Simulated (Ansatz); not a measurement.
Species: dibromo(difluoro)germane, sum formula GeBr2F2, net charge 0, singlet state. SMILES: [F][Ge]([F])([Br])[Br]
Geometry: optimised at B3LYP-D3(BJ)/def2-TZVP (Ansatz, an electronic-structure program).

Wanted: vertical electron affinity (to the doublet state of charge -1; a negative value means that the extra electron is unbound and the number depends on the basis; each state is the SCF solution reached for its spin), in eV. Valence correlation only, unless marked. Open shells are spin-unrestricted. No spin-orbit coupling. The frozen core is the preceding noble-gas configuration, with the filled d and f shells of earlier blocks. No relativistic terms. Anions need diffuse functions: aug- sets have them; def2-D sets add few. Basis-set limits of correlation are two-point, X^-3; Hartree-Fock from the larger set. The bracket is a focal-point correction in the basis named.

```tsv
level	program	vertical electron affinity (eV)
SVWN5/def2-TZVPD	Ansatz	1.24
r2SCAN/def2-TZVPD	Ansatz	0.86
wB97X-V/def2-TZVPD	Ansatz	0.63
wB97X/def2-TZVPD	Ansatz	0.65
B2PLYP/def2-TZVPD	Ansatz	0.72
RI-MP2/CBS(aug-cc-pVTZ,aug-cc-pVQZ)	Ansatz	0.55
CCSD/aug-cc-pVDZ	Ansatz	0.37
CCSD/aug-cc-pVTZ	Ansatz	0.36
RI-MP2/CBS(aug-cc-pVTZ,aug-cc-pVQZ)+[CCSD(T)-MP2]/aug-cc-pVDZ	Ansatz	0.56
RI-MP2/CBS(aug-cc-pVTZ,aug-cc-pVQZ)+[CCSD(T)-MP2]/aug-cc-pVTZ	Ansatz	0.55
```
